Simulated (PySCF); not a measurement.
Several structures and their simulated spectra, in scrambled order.

A. `C/C(F)=C/C(C)(C)C`
B. SMILES C1C(NC(C)=O)=CCC=C1
C. `CC1=C(F)N=NN1C(C)C`
D. `InChI=1S/C6H5FSi/c1-2-6-3-5(7)4-8-6/h1,3-4H,8H2`

Spectrum 1. ¹³C{¹H} NMR (computed): δ 181.7 (C), 156.7 (CH), 135.3 (C), 101.0 (CH), 99.1 (CH), 87.0 (C).

Spectrum 2. ¹³C{¹H} NMR (computed): δ 167.2 (C), 123.6 (CH), 32.9 (C), 31.5 (CH3), 22.4 (CH3).

Spectrum 3. ¹³C{¹H} NMR (computed): δ 167.9 (C), 142.3 (C), 131.5 (CH), 129.2 (CH), 103.0 (CH), 31.8 (CH2), 30.3 (CH2), 26.2 (CH3).

Spectrum 4. ¹³C{¹H} NMR (computed): δ 168.9 (C), 118.5 (C), 51.6 (CH), 25.8 (CH3), 8.3 (CH3).

Averaged over atoms made equivalent by symmetry, fast rotation or ring inversion, non-relativistic Hamiltonian, one computed conformer, no solvent. GIAO PBE0/pcSseg-1 shieldings; structure optimised with GFN2-xTB; PySCF.

Shifts are taken against calculated references (same method and geometry level): ¹³C (σ = 186.93 ppm) against TMS. Splittings of carbon signals by F and P are missing where no couplings were computed. Acid and N–H amide carbonyl carbons lie up to 10 ppm further downfield in solution (hydrogen bonding). Shifts are as computed. Against solution values, carbons near 30 ppm lie about +3 ppm off and those near 130 ppm about +5 ppm. Of 1211 compounds with measured shifts, 218 miss one by over three times the rms of a fit or turn the order of signals round; such compounds aren't used in these exercises.

Problem. Match each spectrum to its structure.

Solution. 1–D, 2–A, 3–B, 4–C.

- Spectrum 1 (D): 6 ¹³C signals; δC 156.7 is an alkene CH; δC 135.3 is a fully substituted alkene carbon.
- Spectrum 2 (A): 5 ¹³C signals; δC 123.6 is an alkene CH; δC 32.9 is an allylic quaternary sp3 carbon.
- Spectrum 3 (B): 8 ¹³C signals; δC 167.9 is an amide carbonyl carbon; δC 142.3 is an alkene carbon bearing nitrogen.
- Spectrum 4 (C): 5 ¹³C signals; δC 168.9 is an aromatic carbon bearing fluorine; δC 51.6 is an sp3 CH bonded to N.
